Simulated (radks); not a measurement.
Neutral cadmium, 48 electrons, occupied as [Kr] 4d9.5 5s2 5p0.5 (fractional occupations, a model configuration).

All-electron calculation, scalar-relativistic Kohn-Sham, LDA (Slater exchange, Perdew-Wang correlation), spin-polarised, spherical densities, point nucleus; open shells are filled with parallel spins first (spin-orbit coupling, left out, can overturn this in heavy ions). Program: a radial shooting solver on a logarithmic mesh with Libxc functionals.

Energy parts (hartree):
total: -5589.40168
kinetic: 5814.74018
electron-nucleus: -13513.93227
Hartree: 2258.82907
exchange-correlation: -149.03867

Orbitals (lengths in bohr, moments of r in powers of bohr; r(max) is where P^2 peaks):
1s up: occ. 1; eigenvalue (hartree) -973.7407; r(max) 0.01970; <r> 0.03043
1s down: occ. 1; eigenvalue (hartree) -973.7404; r(max) 0.01970; <r> 0.03043
2s up: occ. 1; eigenvalue (hartree) -144.7095; r(max) 0.1113; <r> 0.1318
2s down: occ. 1; eigenvalue (hartree) -144.7057; r(max) 0.1113; <r> 0.1318
2p up: occ. 3; eigenvalue (hartree) -129.9428; r(max) 0.08900; <r> 0.1149
2p down: occ. 3; eigenvalue (hartree) -129.9397; r(max) 0.08900; <r> 0.1149
3s up: occ. 1; eigenvalue (hartree) -27.05669; r(max) 0.3243; <r> 0.3590
3s down: occ. 1; eigenvalue (hartree) -27.05393; r(max) 0.3243; <r> 0.3590
3p up: occ. 3; eigenvalue (hartree) -22.21280; r(max) 0.3173; <r> 0.3576
3p down: occ. 3; eigenvalue (hartree) -22.20981; r(max) 0.3173; <r> 0.3575
3d up: occ. 5; eigenvalue (hartree) -14.60897; r(max) 0.2654; <r> 0.3350
3d down: occ. 5; eigenvalue (hartree) -14.60511; r(max) 0.2654; <r> 0.3349
4s up: occ. 1; eigenvalue (hartree) -4.01573; r(max) 0.7940; <r> 0.8771
4s down: occ. 1; eigenvalue (hartree) -4.00201; r(max) 0.7939; <r> 0.8770
4p up: occ. 3; eigenvalue (hartree) -2.58456; r(max) 0.8435; <r> 0.9568
4p down: occ. 3; eigenvalue (hartree) -2.57065; r(max) 0.8433; <r> 0.9568
4d up: occ. 5; eigenvalue (hartree) -0.54515; r(max) 0.9758; <r> 1.263
4d down: occ. 4.5; eigenvalue (hartree) -0.53152; r(max) 0.9758; <r> 1.264
5s up: occ. 1; eigenvalue (hartree) -0.26861; r(max) 2.257; <r> 2.751
5s down: occ. 1; eigenvalue (hartree) -0.25687; r(max) 2.257; <r> 2.754
5p up: occ. 0.5; eigenvalue (hartree) -0.08066; r(max) 3.052; <r> 3.980
5p down: occ. 0; eigenvalue (hartree) -0.07007; r(max) 3.062; <r> 4.056

The highest occupied level is 5p up at -2.195 eV. The density falls to 0.001 e/bohr^3 at r = 4.53 bohr. Summed over all electrons, <r^2> = 55.95 bohr^2, which gives a Langevin (diamagnetic) susceptibility term of -44.3 x 10^-6 cm^3/mol.
